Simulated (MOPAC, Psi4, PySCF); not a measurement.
Internal rotation in C₂H₁₁AlN₂Si, SMILES [CH3][Al]([CH3])[NH][SiH2]N. Scanned: dihedral N3–Si1–N2–H9; all other coordinates were relaxed at GFN2-xTB.

Atom numbering (GFN2-xTB optimised geometry, Å):
```
17

Si     2.1568    -1.0843     0.0320
N      2.5633     0.5813    -0.1154
N      0.4193    -1.1134     0.0962
Al    -0.9927     0.0107    -0.0128
C     -0.7571     1.9870    -0.1353
C     -2.7827    -0.8740     0.0070
H      2.6859    -1.7446    -1.1685
H      2.6654    -1.7687     1.2395
H      1.9913     1.2358     0.3938
H      3.5328     0.8445    -0.0588
H      0.0984    -2.0729     0.1861
H     -1.6879     2.4876    -0.4201
H     -0.4338     2.4418     0.8067
H     -0.0046     2.2532    -0.8840
H     -2.9509    -1.4901    -0.8824
H     -3.6023    -0.1514     0.0501
H     -2.9013    -1.5423     0.8661
``` Each profile is relative to its own lowest point.

```tsv
φ / °	A	B	C
-150	2.5	2.4	4.5
-120	1.4	1.7	2.7
-90	0.1	0.4	0.6
-60	0.1	0.0	0.0
-30	0.5	0.8	1.3
0	0.2	1.9	4.9
30	1.5	1.9	5.1
60	0.8	0.4	4.0
90	0.0	0.3	0.5
120	1.3	1.6	2.6
150	2.5	2.4	4.6
180	0.5	0.8	4.8
```

Energies in kcal/mol.

**Question.** Assign the columns to these levels of theory: B3LYP/def2-TZVP // GFN2-xTB (Psi4); MOPAC 23.2.5 with PM3, restricted, heats of formation // GFN2-xTB; restricted Hartree-Fock/LANL2DZ, with its core potentials past Ne // GFN2-xTB run with PySCF.

**Answer.** A is RHF/LANL2DZ; B is B3LYP/def2-TZVP; C is PM3.
